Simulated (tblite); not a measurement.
Species: C3H10BBrSi.
Geometry (GFN2-xTB, Å), atoms numbered from 1 in this order:
```
atom  x, y, z in Å
C1    -1.8883   -0.9330    0.4338
B2    -1.3779    0.5487    0.3393
C3    -0.3277    0.9957   -0.7534
C4     0.8692    0.0494   -0.9252
Si5    1.9628    0.0528    0.6142
Br6    3.5232   -1.5059    0.3243
H7    -1.5090   -1.3981    1.3451
H8    -1.6035   -1.5736   -0.3974
H9    -2.9735   -0.9688    0.5254
H10   -1.8036    1.3426    1.0926
H11   -0.8662    1.0381   -1.7086
H12    0.0482    2.0079   -0.5806
H13    1.4582    0.3532   -1.7965
H14    0.5141   -0.9620   -1.1357
H15    2.7009    1.2998    0.7788
H16    1.2654   -0.3379    1.8325
```

Computed values, GFN2-xTB/tblite, gas phase, harmonic and unscaled. The method is semi-empirical: single wavenumbers can be off by several per cent or more. Modes of hydrogen on boron and silicon can be 10 to 20 % off. One conformer, not necessarily the lowest. The optimisation stopped once no atom felt more than 0.01 eV/Å.

Lowest wavenumbers of the output (negative numbers stand for imaginary wavenumbers):
```
mode    cm-1
  1     -30.4
  2      27.1
  3      67.2
  4      82.0
  5     111.1
  6     207.2
  7     260.8
  8     388.7
  9     438.0
 10     453.1
```

Problem. Is this structure a minimum?

Solution. Not by this Hessian. 1 mode is imaginary beyond 20i (30i cm⁻¹), so at this level the point lies at or near a first-order saddle. The curvature is small, so loose convergence or finite differences may be the whole cause.

Problem. Which atoms move in the imaginary mode?

Solution. 30i: H10 (B–H hydrogen) 24 %, C1 (sp3 carbon bound to boron) 21 %, B2 (three-coordinate boron) 20 %, H8 (methyl hydrogen) 15 %. These are shares of the mass-weighted motion.

Problem. What is the remedy?

Solution. Step along that mode in both directions, optimise again with tighter thresholds and repeat the frequencies. The zero-point energy of this point (75.8 kcal/mol) counts the 41 real modes alone, and thermal corrections from it aren't those of a minimum.
